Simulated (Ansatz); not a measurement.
Ga(F)(NH2)2 (FGaH₄N₂), SMILES [NH2][Ga]([F])[NH2].

Coordinates come from a PBE0-D3(BJ)/def2-SVP optimisation. The structure was generated by enumeration; whether it is a known compound was not checked. The values are those of a single conformer.

Two levels are set side by side: PBE/def2-SVPD (Ansatz, an electronic-structure program) and CAM-B3LYP/def2-SVPD (Ansatz). Energy differences of separate SCF runs at the same geometry; the states with an electron removed or added have multiplicity 2 and 2. Differences are taken from unrounded values.

| quantity | PBE |
|---|---|
| vertical ionisation energy (eV) | 9.25 |
| vertical singlet–triplet gap (eV) | 4.58 |

Task: These are the PBE values. What does CAM-B3LYP give? (Estimate from the structure and the level; the computed values follow.)

Result: 
```json
[
 {"quantity": "vertical ionisation energy (eV)", "CAM-B3LYP": "9.88", "PBE minus CAM-B3LYP": "-0.63"},
 {"quantity": "vertical singlet–triplet gap (eV)", "CAM-B3LYP": "5.42", "PBE minus CAM-B3LYP": "-0.84"}
]
```
